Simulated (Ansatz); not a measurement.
Coupled-cluster run, CH₆NOSn, SMILES `C[O][SnH][NH2]` radical.

```yaml
crystal:
  periodic: [false, false, false]
  atoms:
    - {symbol: C, position_ang: [-0.702281, 0.026555, 1.782882]}
    - {symbol: O, position_ang: [-0.440348, 0.503009, 0.491835]}
    - {symbol: Sn, position_ang: [1.145726, -0.069806, -0.539164]}
    - {symbol: N, position_ang: [0.364140, 0.232173, -2.395972]}
    - {symbol: H, position_ang: [-0.107580, 0.547871, 2.544907]}
    - {symbol: H, position_ang: [-1.758853, 0.202119, 2.011020]}
    - {symbol: H, position_ang: [-0.516142, -1.052129, 1.887512]}
    - {symbol: H, position_ang: [1.277334, -1.794002, -0.258740]}
    - {symbol: H, position_ang: [-0.301648, 0.997852, -2.394254]}
    - {symbol: H, position_ang: [1.039653, 0.406367, -3.130015]}
basis:
  gaussian: {orbitals: def2-TZVPP}
magnetization: {spin_polarized: true, initial_magnetization: 1}
correlation: {method: ccsd_t}
scf: {omitted_lower_state_checks: [cluster_reference]}
```

```sh
$ ansatz run in.yaml --threads 2 --pin off --events-out ev --progress --plain --max-ram 22528MiB --backend cuda --devices 0, --max-vram 18GiB
```

Output of Ansatz, abridged:

```
Functional definition: HF
1518 factors; integrals over basis functions are off by at most 1.1e-3 eV
mean field evaluation 1: about -10445.6094 eV, gradient 3.5e1 eV
mean field evaluation 2: about -10445.6141 eV, gradient 3.5e1 eV
mean field evaluation 4: about -10451.0922 eV, gradient 3.3e0 eV
mean field evaluation 8: about -10451.2199 eV, gradient 2.2e-1 eV
mean field -10451.22128787 eV, -384.0752982371 hartree, gradient 2.9e-6 eV, S^2 0.768103; 0 other end points of the search recorded, 0 dependent functions left out
7 core orbitals not correlated: weight in the atoms' cores, before any rotation towards them, 1.000 or more for the frozen orbitals, at most 0.000 for the correlated occupied ones
reference -10451.22128787 eV, -384.0752982371 hartree; 18, 17 occupied and 202, 203 virtual orbitals, 1518 factors
second order -25.68330619 eV of doubles, -0.00000000 eV of singles
cycle   1  -25.42868670 eV  change    2.5e-1 eV  update   1.3e-1
cycle   2  -26.06705206 eV  change   -6.4e-1 eV  update   4.0e-2
cycle   3  -26.23837172 eV  change   -1.7e-1 eV  update   2.7e-2
cycle   4  -26.23728851 eV  change    1.1e-3 eV  update   1.0e-2
cycle   5  -26.23066968 eV  change    6.6e-3 eV  update   6.4e-3
cycle   6  -26.23325859 eV  change   -2.6e-3 eV  update   2.9e-3
cycle   7  -26.23400581 eV  change   -7.5e-4 eV  update   1.4e-3
cycle   8  -26.23396392 eV  change    4.2e-5 eV  update   5.4e-4
cycle   9  -26.23415492 eV  change   -1.9e-4 eV  update   2.8e-4
cycle  10  -26.23409929 eV  change    5.6e-5 eV  update   1.1e-4
cycle  11  -26.23405936 eV  change    4.0e-5 eV  update   5.6e-5
cycle  12  -26.23411044 eV  change   -5.1e-5 eV  update   2.5e-5
cycle  13  -26.23410907 eV  change    1.4e-6 eV  update   1.3e-5
perturbative correction -0.94720417 eV, -0.0348091112 hartree
Total energy: -10478.40260111 eV, -385.0741930746 hartree
Checks for a lower state left out: cluster_reference
```

Hardware: 2 threads of an AMD EPYC 7R13 on a shared host and a share of an NVIDIA H100 80 GB. Wall time 8.5 s, peak host memory 0.88 GiB.

Correlation energy per correlated electron: -0.777 eV. T1 diagnostic: 0.0179.
